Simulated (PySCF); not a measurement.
C2H6N, charge -1, singlet, at a GFN2-xTB geometry (in this run its highest filled SCF level lies above zero, so its values depend strongly on the basis, on diffuse functions most of all); DF-WB97X/6-31G* (PySCF).

The PySCF input:
```python
from pyscf import gto, scf, dft

mol = gto.Mole()
mol.atom = '''
    C    -0.004507   -0.160121    1.144233
    N     0.053592    0.635779   -0.000020
    C    -0.022366   -0.158688   -1.144223
    H     0.829777   -0.943692    1.239897
    H     0.055292    0.465160    2.046813
    H    -0.956585   -0.793113    1.253932
    H     0.810315   -0.942130   -1.253877
    H     0.023344    0.467724   -2.046843
    H    -0.976047   -0.791551   -1.239842
'''
mol.basis = '6-31g*'
mol.charge = -1
mol.spin = 0
mol.verbose = 4
mol.build()

mf = dft.RKS(mol)
mf.xc = 'wb97x'
mf = mf.density_fit(auxbasis='def2-universal-jkfit')
mf.kernel()
```

What the program printed (banner, timings and long lists left out):

```
PySCF version 2.14.0

[INPUT] verbose = 4
[INPUT] num. atoms = 9
[INPUT] num. electrons = 26
[INPUT] charge = -1
[INPUT] spin (= nelec alpha-beta = 2S) = 0
[INPUT] symmetry False subgroup None
[INPUT] Mole.unit = angstrom
[INPUT] Symbol           X                Y                Z      unit          X                Y                Z       unit  Magmom
[INPUT]  1 C     -0.004507000000  -0.160121000000   1.144233000000 AA   -0.008516995643  -0.302584836791   2.162286992689 Bohr   0.0
[INPUT]  2 N      0.053592000000   0.635779000000  -0.000020000000 AA    0.101274202468   1.201448185750  -0.000037794522 Bohr   0.0
[INPUT]  3 C     -0.022366000000  -0.158688000000  -1.144223000000 AA   -0.042265614502  -0.299876859255  -2.162268095428 Bohr   0.0
[INPUT]  4 H      0.829777000000  -0.943692000000   1.239897000000 AA    1.568051274463  -1.783319425943   2.343065752670 Bohr   0.0
[INPUT]  5 H      0.055292000000   0.465160000000   2.046813000000 AA    0.104486736879   0.879025004103   3.867915998199 Bohr   0.0
[INPUT]  6 H     -0.956585000000  -0.793113000000   1.253932000000 AA   -1.807683664867  -1.498766355832   2.369588058828 Bohr   0.0
[INPUT]  7 H      0.810315000000  -0.942130000000  -1.253877000000 AA    1.531273424627  -1.780367673736  -2.369484123891 Bohr   0.0
[INPUT]  8 H      0.023344000000   0.467724000000  -2.046843000000 AA    0.044113766652   0.883870261886  -3.867972689983 Bohr   0.0
[INPUT]  9 H     -0.976047000000  -0.791551000000  -1.239842000000 AA   -1.844461514703  -1.495814603626  -2.342961817733 Bohr   0.0

nuclear repulsion = 77.4959630801076
number of shells = 30
number of NR pGTOs = 105
number of NR cGTOs = 54
basis = 6-31g*
ecp = {}

******** <class 'pyscf.df.df_jk.DFRKS'> ********
method = DFRKS
initial guess = minao
damping factor = 0
level_shift factor = 0
DIIS = <class 'pyscf.scf.diis.CDIIS'>
diis_start_cycle = 1
diis_space = 8
diis_damp = 0
SCF conv_tol = 1e-09
SCF conv_tol_grad = None
SCF max_cycles = 50
direct_scf = False
XC library pyscf.dft.libxc version 7.1.2
    S. Lehtola, C. Steigemann, M. J. T. Oliveira, and M. A. L. Marques,  SoftwareX 7, 1–5 (2018)
XC functionals = wb97x
    J.-D. Chai and M. Head-Gordon,  J. Chem. Phys. 128, 084106 (2008)
radial grids:
    Treutler-Ahlrichs [JCP 102, 346 (1995); DOI:10.1063/1.469408] (M4) radial grids

becke partition: Becke, JCP 88, 2547 (1988); DOI:10.1063/1.454033
pruning grids: <function nwchem_prune>
grids dens level: 3
symmetrized grids: False
atomic radii adjust function: <function treutler_atomic_radii_adjust>
small_rho_cutoff = 0
Set gradient conv threshold to 3.16228e-05
Initial guess from minao.
tot grids = 100992
******** <class 'pyscf.df.df.DF'> ********
auxbasis = def2-universal-jkfit
Create RSH-DF object <pyscf.df.df.DF object> for omega=0.3
******** <class 'pyscf.df.df.DF'> ********
auxbasis = auxmol.basis = def2-universal-jkfit
init E= -134.554898369249
  HOMO = -0.204623632153647  LUMO = 0.123978572075444  gap/eV = 8.94172
cycle= 1 E= -134.347380274714  delta_E= 0.208  |g|= 0.624  |ddm|= 2.56
  HOMO = 0.162983484184312  LUMO = 0.406939402952763  gap/eV = 6.63838
cycle= 2 E= -134.350395408402  delta_E= -0.00302  |g|= 0.663  |ddm|= 1.89
  HOMO = 0.0154172657444405  LUMO = 0.395690397315512  gap/eV = 10.34776
cycle= 3 E= -134.449501116563  delta_E= -0.0991  |g|= 0.0315  |ddm|= 0.911
  HOMO = 0.00589023553340473  LUMO = 0.389718451184785  gap/eV = 10.44450
cycle= 4 E= -134.449742363951  delta_E= -0.000241  |g|= 0.0152  |ddm|= 0.0619
  HOMO = 0.00591209364197676  LUMO = 0.390765402642478  gap/eV = 10.47239
cycle= 5 E= -134.449805513401  delta_E= -6.31e-05  |g|= 0.00345  |ddm|= 0.0234
  HOMO = 0.00526682310395898  LUMO = 0.390290339168327  gap/eV = 10.47702
cycle= 6 E= -134.449809800375  delta_E= -4.29e-06  |g|= 0.000594  |ddm|= 0.00898
  HOMO = 0.00526102766201575  LUMO = 0.390249475632764  gap/eV = 10.47607
cycle= 7 E= -134.449810156103  delta_E= -3.56e-07  |g|= 0.00016  |ddm|= 0.00406
  HOMO = 0.00525265248246765  LUMO = 0.390243443385248  gap/eV = 10.47613
cycle= 8 E= -134.449810186417  delta_E= -3.03e-08  |g|= 3.52e-05  |ddm|= 0.00133
  HOMO = 0.00525075748306802  LUMO = 0.390245009501788  gap/eV = 10.47623
cycle= 9 E= -134.449810187615  delta_E= -1.2e-09  |g|= 5.2e-06  |ddm|= 0.000268
  HOMO = 0.0052505792798998  LUMO = 0.390244693367353  gap/eV = 10.47622
cycle= 10 E= -134.449810187636  delta_E= -2.03e-11  |g|= 1.03e-06  |ddm|= 2.83e-05
  HOMO = 0.00525070853579424  LUMO = 0.390244798301754  gap/eV = 10.47622
Extra cycle  E= -134.449810187637  delta_E= -1.08e-12  |g|= 3.86e-07  |ddm|= 4.97e-06
converged SCF energy = -134.449810187637
```
